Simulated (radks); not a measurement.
Values are calculated unless marked as measured or tabulated.
Question: The mean radii <r> (bohr) of the occupied orbitals of an atom or ion are listed with their occupations. Code: a radial shooting solver on a logarithmic mesh with Libxc functionals. Model: scalar-relativistic Kohn-Sham, PBE, spin-polarised, spherical densities, point nucleus.

orbital  occ.      <r>
1s down     1  0.03428
1s up       1  0.03428
2s up       1   0.1496
2s down     1   0.1496
2p up       3   0.1304
2p down     3   0.1304
3s up       1   0.4154
3s down     1   0.4154
3p up       3   0.4164
3p down     3   0.4163
3d up       5   0.3991
3d down     5   0.3990
4s up       1    1.061
4s down     1    1.054
4p up       3    1.176
4p down     3    1.170
4d up       5    1.693
5s up       1    3.206
5s down     1    3.515

Name the element and its charge. Open shells, if any, are filled with parallel spins first.

Answer: Z = 43, technetium, charge 0: Tc in [Kr] 4d5 5s2. The 1s radius gives Z: for a bare nucleus <r> = (2 gamma + 1)/(2Z) with gamma = sqrt(1 - (Z/c)^2), 0.03371 bohr for Z = 43, and screening makes it slightly larger (0.03428 here). The occupations add up to 43, and the charge is Z minus that.
